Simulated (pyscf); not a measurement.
H₂C=CH–NH₂ (SMILES C=CN) → H₃C–CH=NH (SMILES CC=N), a hydrogen shift (singlet surface; H–N broken, C–H formed). Structures and frequencies: ωB97X-D3(BJ)/def2-SVP in PySCF. MP2 and CC: frozen core, UHF for open shells. ΔMP2 is the change of the MP2 total energy from the triple- to the quadruple-zeta basis. Energies in kcal/mol from the reactant's lowest minimum found.

Small-basis levels: PySCF, no dispersion term, spherical d functions. 

Task: Quick HF/3-21G single points give ΔE‡ = 83.9 kcal/mol and ΔE = +1.5 kcal/mol. What does CCSD(T)/def2-TZVPP + ΔMP2(QZVPP) give, and how far is the quick result from it?

Result: CCSD(T)/def2-TZVPP + ΔMP2(QZVPP) gives ΔE‡ = 65.2 kcal/mol and ΔE = -2.8 kcal/mol. HF/3-21G lies 18.7 kcal/mol over it in the barrier and 4.2 kcal/mol over it in the reaction energy, so on this step it does not hold to within 3.0 kcal/mol. CCSD(T)/def2-TZVPP + ΔMP2(QZVPP) has limits of its own. One saddle was located; it need not be the lowest between these sides. The CCSD(T) − MP2 part came from Ansatz, without density fitting, on the same reference.
